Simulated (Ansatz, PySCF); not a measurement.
Reaction (SMILES): [SbH2] (SbH2) -> [SbH2-] (an electron is taken up)
Each molecule is optimised on its own at B3LYP-D3(BJ)/def2-TZVP (Ansatz, a program for electronic structure).
Geometry of the first species:
```
Sb
H 1 1.7178
H 1 1.7178 2 90.34
```
Charge 0, spin multiplicity 2.

Wanted: adiabatic electron affinity (0 K, with B3LYP-D3(BJ) harmonic zero-point energies from PySCF), positive where the reaction releases energy, in eV. Valence correlation only, unless marked. Open shells are spin-unrestricted. No spin-orbit coupling. Frozen are the shells of the preceding noble gas and the d and f shells that filled before the atom's block. Past Kr the def2 sets carry scalar-relativistic core potentials. STO-3G rows are all-electron and non-relativistic. Anions need diffuse functions: def2-D sets add few; the other sets have none. CBS(X,Y): correlation extrapolated as X^-3; Hartree-Fock from the larger set.

```
level         program  adiabatic electron affinity (eV)
------------  -------  --------------------------------
HF/def2-SVPD   Ansatz                              0.10
```

What does CCSD(T)/CBS(def2-TZVPPD,def2-QZVPPD) (Ansatz) give?

1.34 eV
